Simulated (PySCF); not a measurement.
C₄H₅FO, SMILES CC1=C(F)CO1. Atoms are numbered in the order given.

```xyz
11

C     -0.6704    -1.9524     0.0000
C     -0.0353    -0.6245     0.0000
C     -0.3057     0.6935     0.0000
F     -1.3907     1.4590     0.0000
C      1.1647     0.9859     0.0000
O      1.3629    -0.4643     0.0000
H     -1.7641    -1.8482     0.0000
H     -0.3683    -2.5302    -0.8893
H     -0.3683    -2.5302     0.8893
H      1.5972     1.4388    -0.9070
H      1.5972     1.4388     0.9070
```

Coordinates come from a r2SCAN-D4/def2-SVP optimisation.

These are KT2/pcSseg-1 in PySCF values and carry that method's errors.

GIAO shieldings, no solvent; atoms alike by connectivity are averaged. δ = σ(ref) − σ: ¹³C against TMS (σ = 185.1 ppm); ¹⁹F against CFCl3 (σ = 127.1 ppm); ¹⁷O against H2O (σ = 330.4 ppm); ¹H against TMS (σ = 31.47 ppm), references at their B3LYP-D3(BJ)/def2-TZVP geometries, non-relativistic.

```
atoms       nucleus  count  δ (ppm)
----------  -------  -----  -------
C2              ¹³C      1      [?]
C3              ¹³C      1      [?]
C5              ¹³C      1     82.1
C1              ¹³C      1      [?]
F4              ¹⁹F      1   -171.7
O6              ¹⁷O      1    103.1
H10, H11         ¹H      2      [?]
H7, H8, H9       ¹H      3     2.32
```

Task: Fill in the missing entries. (The exact figures need the calculation; the answer reports its results.)

Result: 
- C3, δ (ppm): 137.9
- C2, δ (ppm): 144.2
- C1, δ (ppm): 15.5
- H10, H11, δ (ppm): 5.41
